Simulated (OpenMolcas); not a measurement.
# Sb: effect of the active space

```
Program             : OpenMolcas 26.06
Method              : CASSCF
Basis               : ANO-R0
Scalar Hamiltonian  : X2C, finite nucleus
Spin-orbit coupling : state interaction with AMFI integrals over the reference wave functions, term energies averaged over their components
```

A. 3 electrons in 3 orbitals (5p); 2S+1 = 4 odd, 1 root; 2S+1 = 2 odd, 8 roots; cost about 2 core-seconds
B. 5 electrons in 4 orbitals (5s 5p); 2S+1 = 4 odd, 1 root; 2S+1 = 2 odd, 8 roots; cost roughly 8 core-seconds

Energies in cm-1 above 5s2 5p3 4S* 3/2, the measured ground level; measured values from NIST Handbook of Basic Atomic Spectroscopic Data.

```tsv
Level	A	B	Measured
5s2 5p3 4S* 3/2	0.0	0.0	0.0
5s2 5p3 2D* 3/2	13083	12700	8512
5s2 5p3 2D* 5/2	14204	14279	9854
5s2 5p3 2P* 1/2	23379	19674	16395
5s2 5p3 2P* 3/2	24938	21646	18464
```

Deviations, from unrounded energies. A percentage is the sum of absolute deviations over the sum of measured energies, with the sign that they share, or ± where signs differ.

```tsv
Against measurement	Levels	A	B
mean absolute deviation (cm-1)	4	5600	3800
other terms of the ground configuration (%)	4	+42.0	+28.3
```

B lies closest to measurement on these levels. The largest miss of B in the table is 5s2 5p3 2D* 5/2, by +4400 cm-1. The ranking rests on the paired levels alone, and a cruder setting can come out closer through cancelling errors.

Between A and B the level of the table that moves most is 5s2 5p3 2P* 1/2, by 3700 cm-1 (lowest in B, highest in A).

With the s shell closed, the reference lacks s² → p² mixing (holds for A). Computed and measured levels are paired by configuration, term and J; levels that our copy of the source lacks, or whose pairing is in doubt (as where it misses far off the trend of its configuration), stay unpaired and out of the deviations. Only configurations of the active space appear.

* marks odd parity.
